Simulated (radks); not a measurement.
Task: Radial electron density D(r) = 4 pi r^2 rho(r) of an atom or ion with 23 electrons. Method: Dirac Kohn-Sham, BLYP, spin-unpolarised, spherical densities, finite nucleus; Fermi nuclear charge, rms radius of each element as measured or else 0.836 A^(1/3) + 0.57 fm; computed with a radial shooting solver on a logarithmic mesh with Libxc functionals.

r (bohr)  D(r) (e/bohr)
0.001106          2.180
0.001463          3.528
0.001936          5.638
0.002562          8.869
0.003389          13.66
0.004485          20.46
0.005934          29.56
0.007851          40.69
0.01039           52.63
0.01374           62.86
0.01819           68.14
0.02406           66.65
0.03184           61.22
0.04212           59.97
0.05574           69.30
0.07375           82.14
0.09758           79.81
0.1291            58.60
0.1708            43.82
0.226             48.59
0.2991            45.43
0.3925            23.56
0.5194            5.403
0.6872           0.5215
0.9093           0.2057
1.203            0.1859
1.592            0.1493
2.106            0.5998
2.787            0.4868
3.687           0.01728

What is the nuclear charge?

Result: Z = 52. The innermost maximum, from 1s, lies near gamma/Z bohr with gamma = sqrt(1 - (Z/c)^2) = 0.925, here 0.0178 bohr (found: 0.0195), and its height grows with Z. The density is that of the tellurium ion Te29+ in [Ar] 3d4 7p1; the configuration itself is not fixed sharply by these data, and Z only to a few units. D(r) has 5 maxima, at r = 0.0195, 0.0825, 0.253, 1.38, 2.36 bohr, and minima at 0.0383, 0.178, 1.06, 1.75 bohr, inside which lie 2.03, 11.03, 22.11, 22.26 electrons.
